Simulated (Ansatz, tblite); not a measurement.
Cost and result up the ladder for the cluster Cu2Pt (3 atoms). Charge 0, multiplicity 1. Geometry: r2SCAN-D4/def2-TZVP.

Cartesian coordinates in Å:
```
Pt 1.247 0.509 0.082
Cu -0.273 -1.215 0.592
Cu -0.974 0.706 -0.675
```

Ansatz on 4 threads of Arm Neoverse V2 on a shared host; xTB runs through tblite on one thread. Times are rough, summed over both states, and most runs start from the orbitals of an earlier one. PBE0-D4/def2-TZVP serves as the yardstick here, not as an exact answer. The other state is a doublet.

In the def2 sets Pt takes a core potential; there is no spin–orbit coupling. The xTB rows come from tblite. The structure comes from a short search, and lower isomers may exist.

Raw xTB energies of ions are shifted by several eV.

| level | functions | wall time | vertical IE (eV) | difference from PBE0-D4/def2-TZVP (eV) |
| --- | --- | --- | --- | --- |
| GFN1-xTB | 27 | 0.005 s | 13.53 | 6.50 |
| GFN2-xTB | 27 | 0.005 s | 11.53 | 4.50 |
| PBE0-D4/def2-TZVP | 130 | 11 s | 7.03 | 0.00 |
| r2SCAN-D4/def2-TZVP | 130 | 24 s | 7.14 | 0.11 |
